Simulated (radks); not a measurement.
Question: These are the eigenvalues of the occupied orbitals of an atom or ion with whole-number occupations (eV). All-electron calculation, scalar-relativistic Kohn-Sham, LDA (Slater exchange, Perdew-Wang correlation), spin-polarised, spherical densities, finite nucleus; Fermi nuclear charge, rms radius of each element as measured or else 0.836 A^(1/3) + 0.57 fm. Program: a radial shooting solver on a logarithmic mesh with Libxc functionals.

| orbital | eigenvalue |
|---|---|
| 1s up | -29079.94 |
| 1s down | -29079.87 |
| 2s up | -4478.892 |
| 2s down | -4476.669 |
| 2p up | -4033.835 |
| 2p down | -4032.089 |
| 3s up | -933.4864 |
| 3s down | -930.9601 |
| 3p up | -788.1806 |
| 3p down | -785.6417 |
| 3d up | -565.9129 |
| 3d down | -563.0006 |
| 4s up | -201.5625 |
| 4s down | -201.1288 |
| 4p up | -156.3518 |
| 4p down | -155.9776 |
| 4d up | -89.9465 |
| 4d down | -89.6593 |

Which element is it, and in what charge state? The configuration may be excited. Open shells, if any, are filled with parallel spins first.

Answer: Z = 50, tin, charge +5: Sn5+ in [Ar] 3d9 4s2 4p6 4d10. The list shows which subshells hold electrons but not how many an open one holds; the 1s level, -1068.7 hartree, gives Z - s = 46.2 by -(Z - s)^2/2, which with screening and relativity narrows Z to a few neighbours, and the depths of the outer levels then fix element, charge and occupations together.
